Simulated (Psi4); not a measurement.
AlCl (SMILES [Al][Cl]), singlet, at a GFN2-xTB geometry (such geometries of metal compounds can be far from the true shape), with bond 1-2 at 1.5 times its length.

Input for Psi4:
```
memory 2 GB

molecule {
0 1
Al    0.00000000    0.00000000   -2.17249792
Cl    0.00000000    0.00000000    0.88257728
}

set {
  basis pcseg-1
  reference uhf
  stability_analysis follow
  scf_type pk
}

energy('scf')
print_variables()
```

Q: What does this run give for the number of basis functions, nuclear repulsion energy, total energy, dipole moment?

A: 
```yaml
number_of_basis_functions: 36
nuclear_repulsion_energy: 38.2800 Eh
total_energy: -701.3659 Eh
dipole_moment: 9.19 D
```
